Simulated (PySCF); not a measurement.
## Iodine: a sound run and one with changed settings

Sound run: I+ [Kr] 4d10 5s2 5p4, I(2+) [Kr] 4d10 5s2 5p3. Computed with PySCF 2.14 in cc-pVDZ-PP with ECP28MDF (4s3p2d, 23 functions), with scalar relativity through the core potential. The sound run starts from symmetry-adapted Hartree-Fock orbitals and uses a fine grid where one is needed.

Changed run: radial step 1.2 in ln r (0.13 in the sound run). This setting is unsound on purpose.

| species | method | sound run (hartree) | changed run (hartree) | converged |
| --- | --- | --- | --- | --- |
| I+ | UHF | -294.30032 | -294.30032 | yes |
| I+ | B3LYP | -295.38188 | -295.23766 | yes |
| I+ | TPSS | -295.17532 | -295.54044 | yes |
| I(2+) | UHF | -293.65229 | -293.65229 | yes |
| I(2+) | B3LYP | -294.68793 | -294.33868 | yes |
| I(2+) | TPSS | -294.48901 | -294.53654 | yes |

Ionisation energy of I+:

| method | sound run (eV) | changed run (eV) |
| --- | --- | --- |
| UHF | 17.634 | 17.634 |
| B3LYP | 18.883 | 24.463 |
| TPSS | 18.675 | 27.317 |

A coarse radial grid mis-integrates the density and the exchange-correlation energy, with errors of either sign; Hartree-Fock needs no grid.

For comparison, NIST gives 19.131 eV between the lowest levels.
